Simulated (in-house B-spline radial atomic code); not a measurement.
A fraction x of an electron is removed from 2s in the phosphorus ion P⁵⁺, starting from [He] 2s2 2p6 and keeping the highest spin. Computed with a radial B-spline atomic code at the basis-set limit: non-relativistic OLYP, spin-polarised, spherical fractional occupations, point nucleus.

```csv
x,E(x) - E(0) (eV),2s down level (eV)
0,0.0000,-249.004
0.04,9.9909,-250.539
0.15,37.7827,-254.769
0.37,94.7654,-263.262
0.44,113.2886,-265.972
0.5,?,?
0.71,?,?
0.86,228.4214,-282.294
0.94,251.1296,-285.412
1,268.3244,-
```

Problem. What belongs in the row x = 0.5?

Solution. An energy change of 129.3167 eV; 2s down at -268.298 eV.

Problem. What belongs in the row x = 0.71?

Solution. An energy change of 186.5153 eV; 2s down at -276.455 eV.

Problem. Check Janak's theorem between x = 0.04 and 0.15.

Solution. The slope of the energy is 252.65 eV; the orbital levels give 252.65 eV (-ε of the emptying orbital, averaged over the two points).
